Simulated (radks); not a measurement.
Excited configurations of the copper ion Cu3+: one electron is placed in a higher orbital outside [Ar] 3d7. The ground configuration is [Ar] 3d8. Calculated with a radial shooting solver on a logarithmic mesh with Libxc functionals: non-relativistic Kohn-Sham, LDA (Slater exchange, Perdew-Wang correlation), spin-polarised, spherical densities, point nucleus; open shells are filled with parallel spins first. Excitation = E - E(ground); binding = E(ion) - E, where the ion is the core of charge +4; n* = 4/sqrt(2 binding) in atomic units, and the quantum defect is n - n*.

| outer orbital | excitation (eV) | binding (eV) | n* | quantum defect | eigenvalue (eV) | <r> (bohr) |
|---|---|---|---|---|---|---|
| 4d | 36.627 | 22.149 | 3.135 | 0.865 | -19.089 | 3.021 |
| 4f | 44.725 | 14.051 | 3.936 | 0.064 | -11.996 | 4.266 |
| 5f | 49.559 | 9.216 | 4.860 | 0.140 | -8.082 | 7.433 |
| 6p | 48.043 | 10.733 | 4.504 | 1.496 | -9.639 | 7.547 |
| 6f | 52.309 | 6.467 | 5.802 | 0.198 | -5.748 | 11.34 |
| 7s | 50.754 | 8.022 | 5.209 | 1.791 | -7.252 | 10.40 |
| 7p | 51.519 | 7.256 | 5.477 | 1.523 | -6.550 | 11.27 |
| 7f | 54.000 | 4.776 | 6.752 | 0.248 | -4.282 | 15.98 |

The Delta-SCF ionisation energy is 58.776 eV (NIST Atomic Spectra Database: 57.38 eV, semi-empirical). Self-interaction in the functional shifts the binding energies and quantum defects, so they are the method's values and not measured ones. Open shells are spherical and high-spin; term and fine-structure splittings are not resolved.
